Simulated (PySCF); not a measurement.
C6H12O, singlet, at a GFN2-xTB geometry; B3LYP/3-21G in PySCF.

PySCF was given this input:
```python
from pyscf import gto, scf, dft

mol = gto.Mole()
mol.atom = '''
    C    -2.113925   -1.456669    0.269347
    C    -1.125030   -0.300832    0.390015
    C    -1.705211    0.969445   -0.226354
    C     0.201297   -0.658378   -0.287527
    C     1.322639    0.299411    0.056256
    C     2.450170    0.314380   -0.947842
    O     1.328456    0.982740    1.047690
    H    -1.722123   -2.354277    0.743026
    H    -3.055297   -1.201083    0.749617
    H    -2.313941   -1.678770   -0.777421
    H    -0.921202   -0.111472    1.448519
    H    -1.911510    0.821399   -1.285317
    H    -2.634170    1.241470    0.268818
    H    -1.006954    1.795644   -0.118525
    H     0.077780   -0.707540   -1.371116
    H     0.528940   -1.646690    0.050451
    H     3.314985    0.828619   -0.537256
    H     2.116685    0.844812   -1.838424
    H     2.719522   -0.698173   -1.237268
'''
mol.basis = '3-21g'
mol.charge = 0
mol.spin = 0
mol.verbose = 4
mol.build()

mf = dft.RKS(mol)
mf.xc = 'b3lyp'
mf.kernel()
```

It wrote (shortened):

```
PySCF version 2.14.0

[INPUT] verbose = 4
[INPUT] num. atoms = 19
[INPUT] num. electrons = 56
[INPUT] charge = 0
[INPUT] spin (= nelec alpha-beta = 2S) = 0
[INPUT] symmetry False subgroup None
[INPUT] Mole.unit = angstrom
[INPUT] Symbol           X                Y                Z      unit          X                Y                Z       unit  Magmom
[...]
nuclear repulsion = 314.157929612197
number of shells = 59
number of NR pGTOs = 141
number of NR cGTOs = 87
basis = 3-21g
ecp = {}

******** <class 'pyscf.dft.rks.RKS'> ********
method = RKS
initial guess = minao
damping factor = 0
level_shift factor = 0
DIIS = <class 'pyscf.scf.diis.CDIIS'>
diis_start_cycle = 1
diis_space = 8
diis_damp = 0
SCF conv_tol = 1e-09
SCF conv_tol_grad = None
SCF max_cycles = 50
direct_scf = True
direct_scf_tol = 1e-13
XC library pyscf.dft.libxc version 7.1.2
    S. Lehtola, C. Steigemann, M. J. T. Oliveira, and M. A. L. Marques,  SoftwareX 7, 1–5 (2018)
XC functionals = b3lyp
    P. J. Stephens, F. J. Devlin, C. F. Chabalowski, and M. J. Frisch,  J. Phys. Chem. 98, 11623 (1994)
radial grids:
    Treutler-Ahlrichs [JCP 102, 346 (1995); DOI:10.1063/1.469408] (M4) radial grids

becke partition: Becke, JCP 88, 2547 (1988); DOI:10.1063/1.454033
pruning grids: <function nwchem_prune>
grids dens level: 3
symmetrized grids: False
atomic radii adjust function: <function treutler_atomic_radii_adjust>
small_rho_cutoff = 0
Set gradient conv threshold to 3.16228e-05
Initial guess from minao.
tot grids = 216488
init E= -309.82309331755
[...]
cycle= 1 E= -309.23732636939  delta_E= 0.586  |g|= 0.862  |ddm|= 3.98
[...]
cycle= 2 E= -308.763330952404  delta_E= 0.474  |g|= 1.76  |ddm|= 3.32
[...]
cycle= 3 E= -309.386942129262  delta_E= -0.624  |g|= 0.218  |ddm|= 2.65
[...]
cycle= 4 E= -309.398071712632  delta_E= -0.0111  |g|= 0.054  |ddm|= 0.294
[...]
cycle= 5 E= -309.398684248751  delta_E= -0.000613  |g|= 0.0115  |ddm|= 0.0669
[...]
cycle= 6 E= -309.398713250034  delta_E= -2.9e-05  |g|= 0.00348  |ddm|= 0.0133
[...]
cycle= 7 E= -309.398715795791  delta_E= -2.55e-06  |g|= 0.000743  |ddm|= 0.00535
[...]
cycle= 8 E= -309.398715899993  delta_E= -1.04e-07  |g|= 0.000201  |ddm|= 0.00115
[...]
cycle= 9 E= -309.398715908788  delta_E= -8.8e-09  |g|= 2.81e-05  |ddm|= 0.000264
[...]
cycle= 10 E= -309.398715908996  delta_E= -2.08e-10  |g|= 5.76e-06  |ddm|= 5.47e-05
[...]
Extra cycle  E= -309.398715908993  delta_E= 3.07e-12  |g|= 6.63e-06  |ddm|= 1.33e-05
converged SCF energy = -309.398715908993
```
